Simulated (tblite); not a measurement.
Compound: C5H7ClN2Si.
Atom-mapped SMILES: `[CH2:1]=[N:2][CH2:3][Si@@H:4]([Cl:5])/[CH:6]=[CH:7]/[C:8]#[N:9]` (hydrogens: H10, H11 on C1; H12, H13 on C3; H14 on Si4; H15 on C6; H16 on C7)

Computed with GFN2-xTB (tblite), gas phase: L-BFGS steps from a force-field or distance-geometry start until the largest atomic force falls under 0.01 eV/Å.

Step 35: E = -716.3470 eV
```
atom  x, y, z in Å  |  force x, y, z in eV/Å
C1     -1.9788    1.8468   -0.4350    0.024  -0.118   0.075
N2     -1.0901    0.9676   -0.3790    0.087   0.007  -0.104
C3     -1.2906   -0.3298   -0.9542    0.093  -0.033   0.026
Si4    -0.3401   -1.5507    0.1940   -0.030   0.066   0.082
Cl5    -0.3989   -3.4463   -0.5115   -0.014   0.101  -0.027
C6      1.4560   -0.9730    0.3138   -0.058  -0.042   0.006
C7      1.7863    0.2705    0.6756    0.004  -0.020   0.070
C8      3.1188    0.7067    0.7993    0.037   0.055  -0.039
N9      4.1983    1.0859    0.8923   -0.029  -0.049   0.011
H10    -2.9444    1.7105   -0.9278   -0.120   0.003   0.034
H11    -1.7886    2.7964    0.0406   -0.001   0.059  -0.048
H12    -2.3555   -0.5435   -1.1462    0.124  -0.080   0.086
H13    -0.7900   -0.3473   -1.9277    0.030   0.071  -0.015
H14    -0.8748   -1.5147    1.5554   -0.140  -0.039  -0.008
H15     2.2533   -1.6849    0.1278   -0.011   0.044  -0.056
H16     1.0316    1.0149    0.8973    0.005  -0.026  -0.092
```

Step 36: E = -716.3553 eV
```
atom  x, y, z in Å  |  force x, y, z in eV/Å
C1     -1.9414    1.8265   -0.3952    0.019  -0.223   0.041
N2     -1.0288    0.9633   -0.4412   -0.323   0.351  -0.040
C3     -1.2612   -0.3350   -0.9940    0.054   0.131  -0.090
Si4    -0.3532   -1.5538    0.1899   -0.113   0.006  -0.006
Cl5    -0.4041   -3.4750   -0.4446   -0.035   0.137  -0.041
C6      1.4367   -0.9803    0.3032    0.078   0.048   0.048
C7      1.7595    0.2696    0.6515    0.013  -0.049   0.108
C8      3.0823    0.7298    0.7974   -0.108  -0.049  -0.121
N9      4.1533    1.1266    0.9018    0.085   0.002   0.042
H10    -2.9699    1.6820   -0.7788    0.321  -0.029   0.143
H11    -1.7235    2.7843    0.0651   -0.009  -0.128  -0.125
H12    -2.3319   -0.5021   -1.2014    0.143  -0.198   0.092
H13    -0.7353   -0.3674   -1.9552   -0.022  -0.006   0.004
H14    -0.9119   -1.4684    1.5353   -0.162  -0.040   0.064
H15     2.2333   -1.6926    0.1300    0.056  -0.002  -0.054
H16     0.9886    1.0015    0.8510    0.004   0.049  -0.066
```

Problem. Estimate the geometry and energy of step 37. (The exact step hangs on the optimiser's Hessian estimate; all steps are aligned on step 36, rigid shifts and turns removed.)

Solution. E = -716.3618 eV, largest force 0.197 eV/Å
```
atom  x, y, z in Å  |  force x, y, z in eV/Å
C1     -1.9543    1.8310   -0.4084   -0.112   0.025   0.065
N2     -1.0497    0.9670   -0.4218    0.068   0.072  -0.035
C3     -1.2674   -0.3330   -0.9785    0.058   0.110  -0.055
Si4    -0.3496   -1.5505    0.1943   -0.066   0.009   0.002
Cl5    -0.3989   -3.4599   -0.4680   -0.033   0.087  -0.047
C6      1.4417   -0.9785    0.3072    0.060   0.043   0.043
C7      1.7691    0.2687    0.6603    0.006  -0.042   0.070
C8      3.0948    0.7220    0.7971   -0.069  -0.034  -0.089
N9      4.1692    1.1102    0.8991    0.064  -0.004   0.030
H10    -2.9604    1.6883   -0.8259    0.053  -0.041   0.076
H11    -1.7493    2.7901    0.0507    0.016  -0.067  -0.083
H12    -2.3348   -0.5173   -1.1768    0.075  -0.171   0.062
H13    -0.7522   -0.3568   -1.9444    0.007   0.001  -0.014
H14    -0.9067   -1.4867    1.5408   -0.160  -0.031   0.076
H15     2.2376   -1.6896    0.1256    0.047  -0.010  -0.049
H16     1.0033    1.0041    0.8634   -0.014   0.051  -0.052
```

The energy changes by -0.0065 eV. The first-order estimate −F·Δx gives -0.0113 eV and the mean of the old and new forces, exact on a quadratic surface, -0.0067 eV. The step makes an angle of 82° with the force vector and moves no atom by more than 0.048 Å.

The cost below is that of the whole relaxation. Time: 2.2 s. Hardware: an Arm Neoverse N1 with one thread, shared host.
